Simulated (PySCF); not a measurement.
Magnetic shielding above rings: a mixed set.

NICS = −σ at a ghost point: NICS(0) at the centroid of the ring atoms, NICS(1) 1 Å to either side along the normal of their mean plane, zz for the tensor component along that normal. Level: GIAO PBE0/pcSseg-1 (PySCF, non-relativistic, gas phase) on the GFN2-xTB geometries, one conformer each. Atom numbers follow the mapped SMILES.

Question: Order these rings by mean NICS(1)zz, lowest (most negative) first (ppm).
A. ring C2–C3–C4–S5–C6 in `[SH:1][c:2]1[cH:3][cH:4][s:5][cH:6]1`
B. ring P3–C5–C6 in `[CH:1]#[C:2][P:3]1(=[S:4])[CH:5]=[CH:6]1`
C. ring C4–C5–N6–C7–C8–C9 in `[CH3:1][C:2](=[O:3])[c:4]1[cH:5][n:6][cH:7][cH:8][c:9]1[OH:10]`
D. ring C3–C4–Si6 in `[CH:1]#[C:2][C@@H:3]1[C@H:4]([F:5])[Si@@H:6]1[C:7]#[CH:8]`
E. ring C2–C3–C4–C5–C6–C10 in `[CH3:1][C:2]1=[CH:3][CH2:4][CH:5]=[C:6]([C:7]([NH2:8])=[O:9])[CH2:10]1`
F. ring C3–C4–C5–S8 in `[CH2:1]=[CH:2][C@@H:3]1[CH2:4][C@H:5]([O:6][CH3:7])[S:8]1(=[O:9])=[O:10]`
G. ring N4–N5–C6–C7–C8 in `[CH:1]#[C:2][CH2:3][n:4]1[n:5][cH:6][cH:7][c:8]1[F:9]`

Answer: G (-27.3), A (-25.8), C (-22.2), D (-13.0), B (-11.3), F (0.0), E (1.9).

| SMILES | ring | NICS(0) | NICS(1) | NICS(1)zz | HOMA | rms pucker (Å) | ring atoms with four or more neighbours |
| --- | --- | --- | --- | --- | --- | --- | --- |
| C#CCn1nccc1F | 5-membered ring with 2 N; formal bonds all aromatic | -14.4 | -10.9 | -27.3 | 0.95 | 0.00 | 0 |
| Sc1ccsc1 | 5-membered ring with S; formal bonds all aromatic | -12.8 | -11.0 | -25.8 | 0.79 | 0.00 | 0 |
| CC(=O)c1cnccc1O | 6-membered ring with N; formal bonds all aromatic | -7.2 | -9.7 | -22.2 | 0.94 | 0.00 | 0 |
| C#C[C@@H]1[C@H](F)[Si@@H]1C#C | 3-membered ring with Si; formal bonds all single | -20.1 | -7.3 | -13.0 | – | 0.00 | 3 |
| C#CP1(=S)C=C1 | 3-membered ring with P; formal bonds 1 double, 2 single | -16.4 | -7.5 | -11.3 | – | 0.00 | 1 |
| C=C[C@@H]1C[C@H](OC)S1(=O)=O | 4-membered ring with S; formal bonds all single | -5.2 | -2.2 | 0.0 | – | 0.10 | 4 |
| CC1=CCC=C(C(N)=O)C1 | 6-membered carbocycle; formal bonds 2 double, 4 single | 1.4 | -1.4 | 1.9 | – | 0.03 | 2 |

NICS(0) gives another order. The isotropic NICS(1) gives another order. HOMA uses Krygowski's 1993 parameters; it is left out where a ring has a four-coordinate atom, a triple bond, no multiple bond or a kind of bond without parameters. NICS(1) and NICS(1)zz are means over the two faces.
